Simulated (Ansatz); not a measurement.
Isolated molecules relaxed with PBE0-D4/def2-TZVP in Ansatz; ΔE leaves out vibrations. CCSD(T)/CBS adds triple-zeta CCSD(T) − MP2 to the extrapolated MP2 energy (def2 sets, frozen cores). This one scheme is used for every species. For Ge outer-core shells are correlated without core-valence functions, which leaves a few kJ/mol of doubt a bond. Scalar relativity is left out up to krypton. One conformer a species, not always the lowest.

Consider the formal exchange of groups at a C–O bond: `O[C]1(F)[CH2][GeH2]1` + CH₄ → `C[C]1(F)[CH2][GeH2]1` + H₂O.

`O[C]1(F)[CH2][GeH2]1`:

```xyz
10

O     1.401    0.027   -1.167
C     0.684    0.268   -0.034
F     1.421    0.959    0.896
C    -0.688    0.822   -0.264
Ge   -0.727   -0.938    0.624
H     2.083   -0.623   -0.969
H    -0.946    1.680    0.347
H    -0.997    0.893   -1.302
H    -1.131   -2.135   -0.230
H    -1.102   -0.954    2.100
```

CH₄:

```xyz
5

C     0.000    0.000    0.000
H     0.361   -1.024   -0.097
H     0.845    0.668    0.165
H    -0.685    0.066    0.845
H    -0.520    0.290   -0.913
```

`C[C]1(F)[CH2][GeH2]1`:

Z-matrix (Å, degrees):
```
C
C 1 1.495
H 1 1.092 2 110.6
H 1 1.096 2 110.0 3 -119.5
H 1 1.091 2 110.9 3 120.2
F 2 1.378 1 110.9 3 -177.6
C 2 1.510 1 118.8 3 48.3
Ge 2 1.963 1 122.0 3 -31.5
H 7 1.085 2 114.4 1 137.2
H 7 1.085 2 117.4 1 -0.1
H 8 1.525 2 118.9 1 8.1
H 8 1.522 2 119.6 1 -150.8
```

H₂O:

Cartesian coordinates in Å:
```
O -0.378 0.082 -0.045
H 0.044 -0.328 0.713
H 0.334 0.246 -0.668
```

| species | CCSD(T)/CBS(def2) energy (Eh) |
| --- | --- |
| `O[C]1(F)[CH2][GeH2]1` | -2330.12646 |
| CH₄ | -40.46206 |
| `C[C]1(F)[CH2][GeH2]1` | -2294.21796 |
| H₂O | -76.37941 |

Q: Work out ΔE.

A: ΔE = (-2294.21796) + (-76.37941) − (-2330.12646) − (-40.46206) = -0.00885 Eh = -0.24 eV.

Largest T1 diagnostic among the species: 0.012.

From PBE to PBE0 (25 % exact exchange), in def2-TZVPP and without D4, ΔE moves by −0.05 eV. In def2-TZVPP, CCSD(T) changes the Hartree–Fock value by −0.10 eV (the triples alone add +0.00 eV) and MP2 by −0.16 eV.
